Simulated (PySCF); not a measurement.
W(NH)2(Br)(SH) (BrH₃N₂SW), SMILES [NH]=[W](=[NH])([SH])[Br], multiplicity 1. Geometry: PBE-D3(BJ)/def2-SVP. The spin state was assumed, not searched. The def2 effective core potentials stand for the cores of W; spin–orbit coupling is left out. The values are those of a single conformer.

All values below come from PBE-D3(BJ)/def2-SVP (PySCF).

Harmonic wavenumbers (cm⁻¹): 88, 136, 174, 189, 249, 287, 308, 376, 416, 602, 612, 646, 692, 951, 988, 2598, 3528, 3537. Rotational constants (GHz): 2.346, 0.9057, 0.7968; symmetry number 1.

Question: Work out the zero-point energy and the ideal-gas rigid-rotor harmonic-oscillator thermochemistry at 298.15 K and 1 atm.

Answer: ZPE = ½ Σ hcν = ½ × 16377 cm⁻¹ = 23.41 kcal/mol. H − E(el) = 29.06 kcal/mol. Entropy in cal/(mol K): translation 43.25, rotation 29.63, vibration 19.55, total 92.43. G − E(el) = 1.50 kcal/mol. Cp = 28.27 cal/(mol K). Modes under 150 cm⁻¹ make the vibrational entropy uncertain.
